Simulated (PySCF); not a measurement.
1-bromo-1-chlorocyclopropane (C3H4BrCl), SMILES C1(CC1)(Br)Cl. The structure is a stationary point at PBE-D3(BJ)/def2-SVP.

Calculation: PBE-D3(BJ)/def2-SVP run with PySCF.

Harmonic wavenumbers (cm⁻¹): 215, 254, 274, 376, 429, 650, 737, 863, 893, 956, 1005, 1027, 1087, 1122, 1242, 1364, 1413, 3071, 3072, 3168, 3175. Rotational constants (GHz): 3.711, 1.752, 1.318; symmetry number 1.

Problem. Work out the zero-point energy and the ideal-gas rigid-rotor harmonic-oscillator thermochemistry at 298.15 K and 1 atm.

Solution. ZPE = ½ Σ hcν = ½ × 26390 cm⁻¹ = 157.85 kJ/mol. H − E(el) = 174.67 kJ/mol. Entropy in J/(mol K): translation 171.68, rotation 117.23, vibration 36.09, total 325.00. G − E(el) = 77.78 kJ/mol. Cp = 87.98 J/(mol K).
